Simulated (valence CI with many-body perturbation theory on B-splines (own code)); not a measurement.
**A CI+MBPT run for Pb¹⁷⁺**

Calculated by relativistic CI+MBPT: five valence electrons over a frozen Dirac-Fock core [Kr] 4d10 4f14, a basis of 11 s, 11 p, 10 d, 8 f, 5 g, 2 h functions for each j, with the one-electron correlation potential Σ1 (screened to all orders), the two-electron term Σ2, the three-electron term Σ3, Breit, model QED; selected single and double excitations, second order for the rest, scaled by the run's own slope (own B-spline code, finite nucleus).

Command, and the settings that its task file holds:

```sh
python run_cv.py task.json out
```

```
atom Pb  Z=82  mass_number=208  rms_radius_fm=5.5012
core [Kr] 4d10 4f14
valence 5s2 5p3
avg = 1
basis = M
breit = 1
cap = 32000
capref = 2000
cscale = 1
de = 0.0
dress = 0
eps = 2e-08
extrap = 1
h = 0.27
hh = 1
l2 = 3
lcore = 6
maxit = 60
n2 = 5
natural = 1
nlev = 150
nno = [5, 5, 5, 4, 2, 1]
nroot = 36
nsp = [6, 6, 5, 4, 3, 1]
pt2 = 1
qed = 1
rpa = 1
s1 = 1
s2 = 1
s3 = 1
screen = 1
tol = 2e-05
whole = 1
```

It took 120 s on 1 thread of Arm Neoverse V2, on a shared host.

Log. The first blocks belong to the next ion, which gives the ionisation energy. Fields: 2J, parity (1 odd), roots, reference size, generating configurations, candidates as configurations/state functions, variational space P, stored matrix elements, Davidson steps; e2 is the range of second-order energies in hartree. The first line gives the box (bohr), its intervals, the orbitals and the steps of their self-consistent field. Window is the range of levels sought, series limit the energy at which the first omitted orbital would enter, core excitation an estimate of the first excitation out of the core, left out the lowest levels not solved, and shifts from estimates the range by which levels moved from their first estimate, all in cm⁻¹.

```
rmax 15.5 intervals 63 orbitals 83 references ['5s2 5p3', '5s 5p4', '5s2 5p2 5d', '5p5', '5s 5p3 5d'] scf 5 t 1.6
2J=0 par=0 roots 2 ref 16 generators 7 cand 15573/26513 P 2316/3200 nnz 1.4e+06 it 5
2J=0 par=0 roots 2 ref 16 generators 13 cand 25707/47058 P 4003/5860 nnz 3.3e+06 it 5
   second order: generators 28 cand 47366/91147 e2 -0.00005 -0.00004
reference levels 1220, estimated 7, window 425074 1/cm; series limit 2602196, core excitation 531343
2J=3 par=1 roots 3 ref 94 generators 9 cand 30645/271479 P 1740/6400 nnz 4.8e+06 it 4
2J=3 par=1 roots 3 ref 94 generators 20 cand 60318/699426 P 6743/31073 nnz 9.5e+07 it 6
   second order: generators 44 cand 114311/1547254 e2 -0.00023 -0.00018
2J=5 par=1 roots 1 ref 90 generators 4 cand 24997/266324 P 1298/6393 nnz 6.3e+06 it 4
2J=5 par=1 roots 1 ref 90 generators 12 cand 50820/614907 P 4218/24650 nnz 7.8e+07 it 5
   second order: generators 23 cand 83579/1264384 e2 -0.00028 -0.00028
2J=1 par=1 roots 1 ref 60 generators 4 cand 20080/96039 P 1942/6400 nnz 5.9e+06 it 5
2J=1 par=1 roots 1 ref 60 generators 13 cand 52234/358984 P 4434/15906 nnz 2.9e+07 it 5
   second order: generators 23 cand 76242/538756 e2 -0.00019 -0.00019
left out: unestimated 631868, estimated 569411, shifts from estimates -96 to 3
operators 8.6
```

The Davidson iterations converged.

No measured spectrum was set against this ion. As an estimate, levels hold to about 250 cm⁻¹ or 0.2 % of their energy and the worst to 1 %, as in measured heavy ions of charge 2 to 7. The list stops below the first excitations out of the core. Only levels of the ground parity were solved; by the run's estimate the other parity begins above the list, which can be wrong where configurations are misplaced.

| Item | Value |
| --- | --- |
| Valence energy | -93.42766 hartree |
| Ionisation energy | 412.96 eV (NIST: 427 ± 21 eV (theoretical)) |
| Reference configurations for the orbitals | 5s2 5p3, 5s 5p4, 5s2 5p2 5d, 5p5, 5s 5p3 5d |
| Radial orbitals | 83 |
| Box radius | 15.55 bohr |
| Largest variational space | 31073 |
| Lowest levels | (5s^2 5p1/2^2 5p3/2) J=3/2 0.000, (5s^2 5p1/2 5p3/2^2) J=3/2 25.996, (5s^2 5p1/2 5p3/2^2) J=5/2 28.549, (5s^2 5p1/2 5p3/2^2) J=1/2 31.790 eV |

Levels are named by their leading jj configuration (3d3/2^4 stands for four electrons in 3d with j = 3/2), which in mixed levels can hold well under half, so a name can repeat and another be missing.
